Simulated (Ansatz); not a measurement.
Geometry optimisation, Ansatz 0.2.0, RKS B3LYP-D4/STO-3G.

Input:

```yaml
crystal:
  periodic: [false, false, false]
  atoms:
    - { symbol: "N", position_ang: [0.82918, 0.76958, -1.32281] }
    - { symbol: C, position_ang: [-0.0623, 0.62308, -0.38674] }
    - { symbol: Si, position_ang: [0.01773, -0.46587, 1.09151] }
    - { symbol: F, position_ang: [0.30667, 0.59191, 2.39698] }
    - { symbol: H, position_ang: [1.46037, -0.04324, -1.3463] }
    - { symbol: H, position_ang: [-0.72096, 1.50467, -0.31931] }
    - { symbol: H, position_ang: [1.36456, -1.10535, 1.09474] }
total_charge: -1
basis:
  gaussian: { orbitals: STO-3G }
hamiltonian:
  xc: b3lyp
  dispersion: d4
relax:
  f_tol: 0.015
  max_steps: 40
```

Run as:

```bash
$ ansatz run input.yaml --threads 1 --pin off --max-ram 2048MiB --backend cpu --events-out ev --progress --plain --runs-dir out
```

**Question.** Where does it end, and by what steps?

**Answer.** The run converged. Limits of this set-up: minimal basis, an anion without diffuse functions, the dipole of an ion depends on the origin. After 11 steps the energy has fallen by 0.990 eV; F4 moved furthest, 0.36 Å.

| step | energy less start (eV) | largest force component (eV/Å) | accepted |
| --- | --- | --- | --- |
| 0 | 0.0000 | 4.075 | yes |
| 1 | -0.8650 | 2.282 | yes |
| 2 | -0.9513 | 0.683 | yes |
| 3 | -0.9554 | 0.477 | yes |
| 4 | -0.9801 | 0.207 | yes |
| 5 | -0.9857 | 0.121 | yes |
| 6 | -0.9888 | 0.059 | yes |
| 7 | -0.9843 | 0.242 | no |
| 8 | -0.9896 | 0.023 | yes |
| 9 | -0.9896 | 0.026 | yes |
| 10 | -0.9896 | 0.020 | no |
| 11 | -0.9897 | 0.004 | yes |

```xyz
7
Properties=species:S:1:pos:R:3
N 0.696 0.683 -1.511
C 0.153 0.730 -0.286
Si 0.041 -0.594 1.110
F -0.020 0.461 2.458
H 1.321 -0.207 -1.490
H -0.530 1.618 -0.213
H 1.534 -0.815 1.139
```

Whether the end is a true minimum wasn't checked by a vibrational analysis.

The run took 23 s on 1 thread of Intel(R) Xeon(R) Processor @ 2.70GHz, with other jobs on the host, peak memory 0.15 GiB.
